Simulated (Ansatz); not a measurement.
CH6GaNO2 (`C[O][Ga]([NH2])[OH]`), relaxed with RKS PBE0-D4/def2-TZVP in Ansatz from a GFN2-xTB geometry. The force threshold is 0.005 eV/Å; the program also tests the step.

The species carries charge 0 and has multiplicity 1.

Start:

```xyz
11

C     1.082   -0.714   -1.682
O     0.859    0.146   -0.578
Ga   -0.465    0.201    0.578
N    -0.459    1.624    1.756
O    -1.721   -1.005    0.442
H     1.996   -1.285   -1.505
H     0.254   -1.410   -1.840
H     1.206   -0.101   -2.579
H     0.406    2.152    1.718
H    -0.640    1.386    2.726
H    -2.519   -0.994    0.964
```

Question: By how much does the energy fall, and how many steps does the optimiser take? (Best estimate.)

Answer: Computed: 9.25 kJ/mol, in 12 steps, 2 of them rejected.

Question: Which bonds change most? (An estimate is asked.)

Answer: The calculation gave: Ga3–O5 from 1.746 to 1.785 Å; Ga3–N4 from 1.847 to 1.810 Å; O2–Ga3 from 1.758 to 1.771 Å; N4–H10 from 1.015 to 1.006 Å.

Question: Give the relaxed structure. (Best estimate.)

Answer: Computed: 
```xyz
11

C     1.035   -0.725   -1.671
O     0.980    0.210   -0.620
Ga   -0.349    0.246    0.551
N    -0.398    1.564    1.790
O    -1.603   -1.005    0.331
H     1.955   -1.315   -1.593
H     0.187   -1.419   -1.678
H     1.051   -0.200   -2.633
H     0.432    2.109    1.958
H    -0.950    1.474    2.626
H    -2.341   -0.941    0.939
```
